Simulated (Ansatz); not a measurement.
`B[SiH](B)O` + `[NH2][GaH2]` → `B[NH][GaH2]` + `B[SiH2]O` at 700 K and 1 bar (cleavage of the B–Si bond).

Calculated with Ansatz (gas phase, PBE0-D4/def2-TZVP geometries, no zero-point term in ΔE). CCSD(T)/CBS is the MP2 limit (def2-TZVPP, def2-QZVPP) plus CCSD(T) − MP2 in def2-TZVPP, frozen cores. For Ga outer-core shells are correlated without core-valence functions, which leaves a few kJ/mol of doubt a bond. Scalar relativity is left out up to krypton. Each species was taken in one conformer, which may not be the lowest.

| species | CCSD(T)/CBS energy (Eh) | H − E (kJ/mol) | S (J/(mol·K)) |
| --- | --- | --- | --- |
| `B[SiH](B)O` | -417.41590 | 244.5 | 460.8 |
| `[NH2][GaH2]` | -1981.05479 | 148.0 | 331.7 |
| `B[NH][GaH2]` | -2006.47671 | 194.1 | 386.9 |
| `B[SiH2]O` | -392.05150 | 194.3 | 392.7 |

H − E and S are ideal-gas, rigid-rotor, harmonic terms from PBE0-D4/def2-TZVP, for one conformer and one mirror image of each species. 1 Eh = 2625.50 kJ/mol, R = 8.31446 J/(mol·K).

Question: By hand: ΔE, ΔH, ΔS and ΔG.

Answer: ΔE = (-2006.47671) + (-392.05150) − (-417.41590) − (-1981.05479) = -0.05752 Eh = -151.0 kJ/mol. Δ(H − E) = 194.1 + 194.3 − 244.5 − 148.0 = -4.1, so ΔH = -155.1 kJ/mol. ΔS = 386.9 + 392.7 − 460.8 − 331.7 = -12.9 J/(mol·K). ΔG = -155.1 − 700 × (-12.9)/1000 = -146.1 kJ/mol.

Question: By hand: the equilibrium constant, and the temperature at which ΔG would vanish if ΔH and ΔS stayed fixed.

Answer: log₁₀ K = −ΔG/(RT ln 10) = 10.9. ΔG = 0 at ΔH/ΔS = 12023 K, far beyond where these terms or the molecules hold.

The number of gas molecules stays the same, so ΔS is small and ΔH decides. A doubt of 5 kJ/mol in ΔE shifts log₁₀ K by 0.4 here. Other conformers and mirror images would add mixing entropy, several J/(mol·K) or more a flexible species. These are equilibria of isolated gas molecules and say nothing of rates. Largest T1 diagnostic: 0.014 (customary marks: 0.02 for closed shells, 0.045 for open ones).
